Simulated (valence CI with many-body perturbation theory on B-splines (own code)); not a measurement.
Zr XXVII: calculated level list

Computed by valence CI with perturbative core correlation (CI+MBPT): four valence electrons over a frozen Dirac-Fock core [Ne], a basis of 11 s, 11 p, 9 d, 7 f, 5 g, 2 h, 1 i functions for each j, with the one-electron correlation potential Σ1, the two-electron term Σ2, the three-electron term Σ3, Breit, model QED; selected CI, second order for the rest (own B-spline code, finite nucleus).

The last digits are not significant, and no measured levels were compared; by estimate large intervals hold to a few tenths of a per cent, small ones and those within an open d or f shell to about a per cent.

Levels 46 to 71 of 71, with energies above the lowest level, 3s²3p² ³P_0. "Leading %" is the weight of the configuration and term that name the level; weights of strongly mixed levels are sums over their largest components and can fall short. In the jj column 3d3/2^4 stands for four electrons in 3d with j = 3/2. Lifetimes count E1, E2, E3, M1 and M2 decay at the calculated energies, and are blank where another channel may lead or the interval is too uncertain; long ones can be off by a factor of two.

```csv
No.,Configuration,Term,J,E (eV),Leading %,g,Lifetime,Leading jj
46,3s3p²3d,⁵P,2,204.29,23,1.401,7.72 ps,3s 3p1/2 3p3/2 3d3/2 (33 %)
47,3s3p²3d,⁵P,1,205.14,81,2.333,7.31 ps,3s 3p1/2 3p3/2 3d3/2 (67 %)
48,3s3p²3d,³F,4,209.72,39,1.271,189 ps,3s 3p3/2^2 3d5/2 (52 %)
49,3s3p²3d,³F,2,210.20,37,1.054,11.2 ps,3s 3p1/2 3p3/2 3d5/2 (28 %)
50,3s3p²3d,³D,1,210.95,24,0.994,7.45 ps,3s 3p1/2 3p3/2 3d5/2 (28 %)
51,3s3p²3d,³G,3,211.70,68,0.837,20.6 ps,3s 3p1/2 3p3/2 3d3/2 (90 %)
52,3s3p²3d,³P,0,214.23,51,,27.4 ps,3s 3p3/2^2 3d5/2 (64 %)
53,3s3p²3d,³G,4,216.37,77,1.096,27.0 ps,3s 3p1/2 3p3/2 3d5/2 (58 %)
54,3s3p²3d,³D,3,216.57,58,1.217,11.3 ps,3s 3p1/2 3p3/2 3d5/2 (56 %)
55,3s3p²3d,¹G,4,218.84,49,1.115,42.5 ps,3s 3p1/2 3p3/2 3d5/2 (48 %)
56,3s3p²3d,³F,3,219.01,38,1.039,11.9 ps,3s 3p1/2 3p3/2 3d5/2 (65 %)
57,3s3p²3d,³D,1,219.20,51,0.930,15.9 ps,3s 3p1/2 3p3/2 3d5/2 (53 %)
58,3s3p²3d,³D,1,220.07,70,0.670,7.24 ps,3s 3p1/2 3p3/2 3d3/2 (83 %)
59,3s3p²3d,³P,0,221.19,65,,10.7 ps,3s 3p1/2 3p3/2 3d3/2 (43 %)
60,3s3p²3d,³D,2,221.98,47,1.111,9.25 ps,3s 3p3/2^2 3d3/2 (54 %)
61,3s3p²3d,³G,5,222.93,84,1.227,48.0 ps,3s 3p3/2^2 3d5/2 (71 %)
62,3s3p²3d,³D,1,223.21,63,0.845,7.20 ps,3s 3p3/2^2 3d3/2 (35 %)
63,3s3p²3d,³D,2,224.69,63,1.122,7.97 ps,3s 3p1/2 3p3/2 3d5/2 (43 %)
64,3s3p²3d,³D,3,224.76,56,1.277,7.61 ps,3s 3p3/2^2 3d3/2 (43 %)
65,3s3p²3d,³P,0,225.19,31,,7.52 ps,3s 3p1/2 3p3/2 3d5/2 (43 %)
66,3s3p²3d,³P,1,225.61,52,1.474,8.81 ps,3s 3p1/2 3p3/2 3d5/2 (76 %)
67,3s3p²3d,³F,2,227.28,45,0.911,6.41 ps,3s 3p1/2 3p3/2 3d3/2 (42 %)
68,3s3p²3d,³P,2,228.18,27,1.183,7.11 ps,3s 3p1/2 3p3/2 3d5/2 (38 %)
69,3s3p²3d,³F,3,228.38,44,1.164,6.55 ps,3s 3p1/2 3p3/2 3d5/2 (41 %)
70,3s3p²3d,¹P,1,231.45,25,1.245,6.67 ps,3s 3p3/2^2 3d3/2 (40 %)
71,3s3p²3d,³F,4,231.60,69,1.195,7.73 ps,3s 3p3/2^2 3d3/2 (62 %)
```

Names give the largest LS component (configuration and term), which can be under half, so a name can repeat, a term be missing and a line seem to break the LS rules; names also repeat where a configuration has a term twice.

Where two levels of one J and parity lie close, their mixing, g and order are uncertain.
